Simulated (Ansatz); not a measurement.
Isomers of CH₃FOSeSi, relaxed with PBE0-D4/def2-TZVP in Ansatz; electronic energies, one conformer each and not always the lowest. Functionals use def2-TZVPP; CBS adds triple-zeta CCSD(T) − MP2 to the MP2 limit of def2-TZVPP and def2-QZVPP.

Outer-core shells of Se are correlated without core-valence functions. Scalar relativity is left out up to krypton. Spin–orbit coupling is left out.

(1) Order them by energy at frozen-core CCSD(T)/CBS, lowest first. (An estimate is asked.)
A. `F[Si]1([SeH])CO1`
B. `OC1(F)[SiH2][Se]1`
C. `O[Si]1(F)C[Se]1`
D. `FC1([SeH])O[SiH2]1`
E. `FC1O[SiH2][Se]1`

(2) How do HF/CBS(def2), B2PLYP, PBE-D4, ωB97M-V place them (kJ/mol, against `O[Si]1(F)C[Se]1`)? (An estimate is asked.)

Results:

(1) C (0.0 kJ/mol), A (125.1 kJ/mol), E (246.8 kJ/mol), B (393.0 kJ/mol), D (443.1 kJ/mol).

(2) The calculation gave: 
```json
{"isomer": "`F[Si]1([SeH])CO1`", "HF/CBS(def2)": "125.2", "B2PLYP": "121.2", "PBE-D4": "112.8", "ωB97M-V": "119.4"}
{"isomer": "`FC1([SeH])O[SiH2]1`", "HF/CBS(def2)": "452.5", "B2PLYP": "433.0", "PBE-D4": "401.7", "ωB97M-V": "427.4"}
{"isomer": "`OC1(F)[SiH2][Se]1`", "HF/CBS(def2)": "409.4", "B2PLYP": "386.9", "PBE-D4": "347.0", "ωB97M-V": "381.8"}
{"isomer": "`FC1O[SiH2][Se]1`", "HF/CBS(def2)": "237.0", "B2PLYP": "242.0", "PBE-D4": "223.3", "ωB97M-V": "235.7"}
```
